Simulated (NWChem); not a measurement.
Species: PbI2, singlet; SMILES [Pb]([I])[I]

Computed with NWChem. Low-valent species are run as closed-shell singlets; no triplet was tried in these runs. All runs use the structure optimised with PBE0/def2-SVP. def2 effective core potentials on I, Pb; no spin-orbit coupling. Level: PBE0/def2-SVPD; rows give the wavelength of the field.

For field 1065 nm:

| Item | Value |
|---|---|
| isotropic polarisability (bohr³) | 129.2 |
| anisotropy (bohr³) | 80.7 |

Question: What are these values for field static?

Answer: The isotropic polarisability (bohr³) comes out as 126.2 and the anisotropy (bohr³) is 77.0.
